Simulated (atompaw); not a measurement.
**Reading a pseudo-wave (Ga)**

Columns: radius, all-electron u(r) and pseudo u(r) of the 4s shell (level -9.17 eV) of gallium in the configuration [Ar] 3d10 4s2 4p1; LDA (PW92), scalar-relativistic, PAW (atompaw) scheme, atompaw 4.2.0.5.

```tsv
r (bohr)	all-electron	pseudo
0.087	0.0935	0.0381
0.173	0.1798	0.0759
0.260	-0.0012	0.1146
0.346	-0.1951	0.1535
0.433	-0.3023	0.1935
0.519	-0.3138	0.2338
0.606	-0.2557	0.2753
0.692	-0.1576	0.3169
0.779	-0.0395	0.3593
0.865	0.0811	0.4013
0.952	0.1979	0.4435
1.038	0.3033	0.4843
1.125	0.3970	0.5241
1.212	0.4771	0.5618
1.298	0.5429	0.5964
1.385	0.5968	0.6279
1.471	0.6385	0.6550
1.558	0.6702	0.6778
1.644	0.6924	0.6953
1.731	0.7068	0.7076
1.817	0.7141	0.7142
1.904	0.7155	0.7155
1.990	0.7118	0.7118
2.077	0.7039	0.7039
2.163	0.6926	0.6926
2.250	0.6782	0.6782
```

Task: How many radial nodes do the two functions have?

Result: The all-electron 4s function has n − l − 1 = 3 (the table is too coarse to show those close to the nucleus); the pseudo-wave has 0, since the states of the same l below it are removed with the core.

Task: At about which radius was the pseudo-wave matched?

Result: 1.95 bohr. The columns agree to 0.0005 from 1.82 bohr on; several derivatives are matched, so the curves merge somewhat inside the radius.

Task: Is the pseudo-wave norm-conserving?

Result: No, it belongs to a PAW set: the norm inside the radius is not constrained, and the difference is carried by the augmentation charge.
